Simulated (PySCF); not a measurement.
C$_{2}$H$_{10}$AlNSi, singlet, at the geometry of the source list.

Input for PySCF:
```python
from pyscf import gto, scf
from pyscf.prop import polarizability

mol = gto.M(
    atom='''
Si    1.57830000   -0.54840000   -0.86130000
N     2.69410000    0.39230000    0.09590000
Al   -0.66350000    0.02840000   -0.09940000
C    -1.69680000   -1.47510000    0.71470000
C    -1.44790000    1.86270000   -0.15090000
H     2.07180000   -0.28490000   -2.23020000
H     1.85100000   -2.01510000   -0.70620000
H     3.68200000    0.27100000   -0.07140000
H     2.53980000    0.41770000    1.09010000
H    -2.70420000   -1.58150000    0.29510000
H    -1.84080000   -1.36570000    1.79650000
H    -1.19670000   -2.44060000    0.56980000
H    -2.45760000    1.87340000   -0.58660000
H    -0.85170000    2.58930000   -0.71700000
H    -1.55770000    2.27640000    0.86080000
''',
    basis='6-31g',
    verbose=4,
)

mf = scf.RHF(mol)
mf.kernel()
alpha = mf.Polarizability().polarizability()[2, 2]
print('alpha_zz =', alpha)
```

Task: What polarisability along z does HF/6-31G, polarisability run with PySCF give?

Result: 61.8 bohr³

Task: Predict the Mulliken (on the basis functions themselves) charges in atom order from HF/6-31G, polarisability.

Result: Si1 0.66, N2 -1.14, Al3 1.09, C4 -0.93, C5 -0.93, H6 -0.20, H7 -0.25, H8 0.34, H9 0.32, H10 0.17, H11 0.17, H12 0.17, H13 0.17, H14 0.18, H15 0.17

Task: Give the dipole moment at the level HF/6-31G, polarisability.

Result: 1.25 D

Task: What is the computed HOMO energy (HF/6-31G, polarisability)?

Result: -9.45 eV

Task: What is the computed nuclear repulsion energy (HF/6-31G, polarisability)?

Result: 261.9397 Eh

Task: Estimate the number of basis functions that HF/6-31G, polarisability returns for this input.

Result: 73
